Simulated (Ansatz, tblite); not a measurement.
Removing and adding an electron: the cluster Ge₆H₈ (the lowest singlet isomer of a short search). The state is a singlet with charge 0. Geometry: PBE0-D4/def2-SVP. Ansatz, gas phase; energy differences of separate SCF runs; the oxidised species was run as a doublet alone; the reduced species was run as a doublet alone.

```xyz
14

Ge   -0.5572   -0.4842    2.4760
Ge    0.5136    0.5253   -2.3173
Ge    1.1321    0.6046    0.0517
Ge   -1.8813    1.0304   -1.8435
Ge   -1.2265   -0.4104   -0.0583
Ge    1.9435   -0.3910    2.0694
H     0.6744    2.0247    0.4927
H    -2.0818    2.5039   -1.4627
H    -0.3800   -2.0157    2.0392
H    -1.2093   -1.8454   -0.6384
H     0.4859   -1.0028   -2.6691
H     2.8138    0.6309    2.8281
H    -2.9389    0.5399   -2.8448
H     2.7117   -1.7104    1.8770
```

The xTB rows come from tblite. The structure comes from a short search, and lower isomers may exist.

```
                 level  −HOMO (eV)  vertical IE (eV)  −LUMO (eV)  vertical EA (eV)  HOMO–LUMO gap (eV)  IE − EA (eV)                                                                remarks
              GFN1-xTB       10.74             12.47        8.94              7.21                1.80          5.26                                                                      –
              GFN2-xTB        9.49             11.67        7.34              5.15                2.14          6.53                                                                      –
 LDA (SPW92)/def2-TZVP        5.55              7.66        3.36                 –                2.19             –                                restricted SCF unstable in HF (singlet)
LDA (SPW92)/def2-TZVPD        5.55                 –        3.36              1.37                2.19             –  HOMO above zero (-1 doublet), restricted SCF unstable in HF (singlet)
      PBE-D4/def2-TZVP        5.38              7.48        3.17                 –                2.21             –                                restricted SCF unstable in HF (singlet)
     PBE-D4/def2-TZVPD        5.39                 –        3.18              1.28                2.21             –  HOMO above zero (-1 doublet), restricted SCF unstable in HF (singlet)
     PBE0-D4/def2-TZVP        6.10              7.54        2.63                 –                3.47             –                                restricted SCF unstable in HF (singlet)
    PBE0-D4/def2-TZVPD        6.09                 –        2.63              1.35                3.46             –  HOMO above zero (-1 doublet), restricted SCF unstable in HF (singlet)
```

   A HOMO above zero means that the electron is unbound at that level or that self-interaction error raises the level; the energy of removing that electron tells which. Raw xTB energy differences between charge states are shifted by several eV; the methods need an empirical correction for them.
